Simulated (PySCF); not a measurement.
A GIAO shielding run with PySCF 2.14.0 with density-fitted response routines (density fitting, non-relativistic, gas phase) on `c1([S-])occ(CC=C)c1`, [C7H7OS]-:

```
{"job": {"kind": "nmr", "xc": "PBE0", "basis": "pcSseg-1"}, "charge": -1, "multiplicity": 1}
C     -2.803405     0.169208    -0.419810
C     -1.693028    -0.534721    -0.289718
C     -0.709368    -0.384190     0.824475
C      0.616687     0.048187     0.265169
C      0.964588     1.307191    -0.125854
O      2.239278     1.324785    -0.602473
C      2.720113     0.044921    -0.523547
S      4.286843    -0.309110    -1.030597
C      1.738064    -0.771507     0.007390
H     -3.466669     0.050034    -1.262024
H     -3.095669     0.904037     0.314312
H     -1.415255    -1.257850    -1.046380
H     -0.578215    -1.345804     1.330492
H     -1.075513     0.347847     1.550296
H      0.433688     2.240684    -0.113875
H      1.830264    -1.824767     0.187876
```

Hardware: 1 thread of an Arm Neoverse V2, shared host. The job also computes population analyses, field gradients, ring-centre shieldings.

Q: How large is the calculation?

A: 74 electrons, 195 basis functions and 1029 auxiliary functions.

Q: How long does it take?

A: 30 s of wall time, with 14 SCF cycles and 5 response iterations. Times on a shared host scatter by some tens of per cent.
